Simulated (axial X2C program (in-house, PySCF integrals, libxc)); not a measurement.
CoF⁺: the levels of the configuration d7 s0 p(π)0

Computed with an in-house all-electron X2C program for linear molecules (integrals from PySCF): two-component X2C with atomic mean-field Coulomb and Gaunt terms, basis Co dyall-v3z, F dyall-v3z (cores contracted in-house). Orbitals come from Hartree–Fock averaged over the configuration Co d7 s0 p(π)0; CI then distributes these electrons over the d, s, p(π) shells of Co.

R = 1.732 Å (near the minimum of the configuration average).

Lowest levels of this model:

| Ω | energy (cm⁻¹) | g∥ | configuration |
| --- | --- | --- | --- |
| 9/2 | 0 | 12.00 | 100% d7 |
| 7/2 | 461 | 8.03 | 100% d7 |
| 5/2 | 934 | 4.04 | 100% d7 |
| 3/2 | 1422 | 0.05 | 100% d7 |
| 1/2 | 2033 | 1.78 | 100% d7 |
| 3/2 | 2179 | 5.30 | 100% d7 |
| 5/2 | 2701 | 7.74 | 100% d7 |
| 3/2 | 3139 | 4.37 | 100% d7 |
| 1/2 | 3186 | 1.29 | 100% d7 |
| 7/2 | 3523 | 9.98 | 100% d7 |
| 1/2 | 3643 | 2.70 | 100% d7 |
| 5/2 | 4027 | 6.22 | 100% d7 |
| 3/2 | 4375 | 2.28 | 100% d7 |
| 1/2 | 4603 | 1.77 | 100% d7 |
| 5/2 | 18108 | 5.98 | 100% d7 |
| 7/2 | 19539 | 7.99 | 100% d7 |
| 9/2 | 22130 | 9.99 | 100% d7 |
| 7/2 | 22806 | 6.01 | 100% d7 |

g∥ is the magnitude of 2⟨Lz + ge Sz⟩ for the +Ω component.

Question: From Ω and g∥ of the lowest level, whose 2⟨Lz + ge Sz⟩ is positive, find ⟨Sz⟩ and ⟨Lz⟩ (ge = 2.0023).

Answer: Ω = ⟨Lz⟩ + ⟨Sz⟩ = 9/2 and ⟨Lz⟩ + ge⟨Sz⟩ = 6.000, so ⟨Sz⟩ = 1.50 and ⟨Lz⟩ = 3.00.

Occupations of the active spinors in the lowest level by ω, shell by shell in order of energy: -5/2: 0.00; -3/2: 0.99 0.01 0.00; -1/2: 0.99 0.01 0.00 0.00; 1/2: 1.00 1.00 0.00 0.00; 3/2: 1.00 1.00 0.00; 5/2: 1.00. The leading determinant has weight 0.98 among 463.

This point took 1.7 s on 1 thread of Arm Neoverse V2 (shared host).

There is no dynamic correlation: spin–orbit spacings and, for f shells, spacings inside one term are the most reliable numbers, splittings between terms come out too wide, and energies between configurations are not reliable, so the lowest level need not be the ground state of the molecule. For d shells the ligand-field splittings (σ, π, δ) and their order can be off by a thousand cm⁻¹ or more. At most 4 roots were kept for each Ω > 0 (twice that for Ω = 0) within 3.2 eV of the lowest, so higher up levels can be missing between those listed; levels with Ω > 0 are doubly degenerate and listed once, Ω = 0 levels singly. States that fill the shells left empty in the average are placed too high.
